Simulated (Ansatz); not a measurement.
Compare A (`N[Si]1(F)C=CO1`) with its isomer B (`FC1([SiH3])N=CO1`).

Calculated with Ansatz (gas phase, PBE0-D4/def2-TZVP geometries, no zero-point term in ΔE). CCSD(T)/CBS is the MP2 limit (def2-TZVPP, def2-QZVPP) plus CCSD(T) − MP2 in def2-TZVPP, frozen cores. DFT in def2-TZVPP. B3LYP here is the variant with VWN-RPA as its local correlation; programs differ in this. Each species was taken in one conformer, which may not be the lowest.

A:

Z-matrix (Å, degrees):
```
Si
F 1 1.587
C 1 1.820 2 121.1
O 1 1.713 2 108.6 3 88.1
N 1 1.680 2 105.1 3 -143.5
C 1 2.130 2 123.3 3 46.1
H 3 1.076 1 147.8 2 -75.6
H 5 1.005 1 122.5 2 174.8
H 5 1.006 1 122.2 2 -22.9
H 6 1.087 1 169.5 2 84.1
```

B:

```xyz
10

F    -0.871    1.775   -0.087
C    -0.205    0.618   -0.201
Si   -0.161   -0.386    1.432
N     1.070    0.710   -0.904
C     0.506   -0.063   -1.753
O    -0.765   -0.193   -1.305
H     0.608    0.399    2.426
H    -1.557   -0.588    1.887
H     0.501   -1.675    1.129
H     0.874   -0.596   -2.623
```

**Question.** Which isomer does CCSD(T)/CBS put lower? Give the gap. (Estimate.)

**Answer.** Computed: A, by 494.4 kJ/mol.

**Question.** Give E(B) − E(A) in kJ/mol with CCSD(T)/def2-TZVPP, PBE-D4, HF/def2-TZVPP, MP2/def2-TZVPP, B3LYP-D4, B3LYP, PBE0-D4. (An estimate is asked.)

**Answer.** Ansatz gave: CCSD(T)/def2-TZVPP 479.9, PBE-D4 448.6, HF/def2-TZVPP 496.3, MP2/def2-TZVPP 501.1, B3LYP-D4 476.9, B3LYP 476.7, PBE0-D4 471.2. None reverses the order clearly.

Largest T1 diagnostic: 0.015.

From PBE to PBE0 (25 % exact exchange), in def2-TZVPP and without D4, E(B) − E(A) moves by +22.6 kJ/mol.
